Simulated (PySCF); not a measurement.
**Debugging a PySCF script (Te⁺)**

```python
from pyscf import gto, dft

mol = gto.M(
    atom='Te 0 0 0',
    basis='jorge-dzp',
    charge=1,
    spin=3,
    symmetry=True,
    verbose=4,
)
mf = dft.ROKS(mol, xc='blyp')
mf.max_cycle = 1
mf.kernel()
mf.dip_moment()
print('orbital energies (hartree):', mf.mo_energy[..., max(0, mol.nelec[1]-3):mol.nelec[0]+3].round(4))
```

```bash
$ python input.py
```

The log, shortened:

```
[earlier lines left out]
direct_scf = True
direct_scf_tol = 1e-13
num. doubly occ = 24  num. singly occ = 3
XC library pyscf.dft.libxc version 7.0.0
    S. Lehtola, C. Steigemann, M. J.T. Oliveira, and M. A.L. Marques.,  SoftwareX 7, 1–5 (2018)
XC functionals = blyp
    A. D. Becke.,  Phys. Rev. A 38, 3098 (1988)
    C. Lee, W. Yang, and R. G. Parr.,  Phys. Rev. B 37, 785 (1988)
    B. Miehlich, A. Savin, H. Stoll, and H. Preuss.,  Chem. Phys. Lett. 157, 200 (1989)
radial grids:
    Treutler-Ahlrichs [JCP 102, 346 (1995); DOI:10.1063/1.469408] (M4) radial grids

becke partition: Becke, JCP 88, 2547 (1988); DOI:10.1063/1.454033
pruning grids: <function nwchem_prune>
grids dens level: 3
symmetrized grids: True
atomic radii adjust function: <function treutler_atomic_radii_adjust>
small_rho_cutoff = 0
Freeze 0 electrons in irreps []
    51 free electrons in irreps s+0 p-1 p+0 p+1 d-2 d-1 d+0 d+1 d+2 f-3 f-2 f-1 f+0 f+1 f+2 f+3
Set gradient conv threshold to 3.16228e-05
tot grids = 21960
init E= -6569.65893555469
cycle= 1 E= -6608.2267369295  delta_E= -38.6  |g|= 4.82  |ddm|= 2.97
SCF not converged.
SCF energy = -6608.2267369295

WARN: System has nonzero charge 1; the dipole moment is origin-dependent.
Location of origin: [0. 0. 0.]

Dipole moment(X, Y, Z, Debye):  0.00000,  0.00000,  0.00000
orbital energies (hartree): [-1.8273 -1.8273 -0.8134 -0.4279 -0.4279 -0.4279  0.0209  0.0209  0.0209]
```

Problem. Which setting is at fault, why, and what does a mended input give?

Solution. The cycle limit (1): the limit is below the number of cycles that the SCF needs. With this edit
```diff
- mf.max_cycle = 1
```
the run finishes: E(SCF) = -6608.264887 Eh, 7 cycles.

No relativity is included for the heavy element. No search for the lowest solution was made.
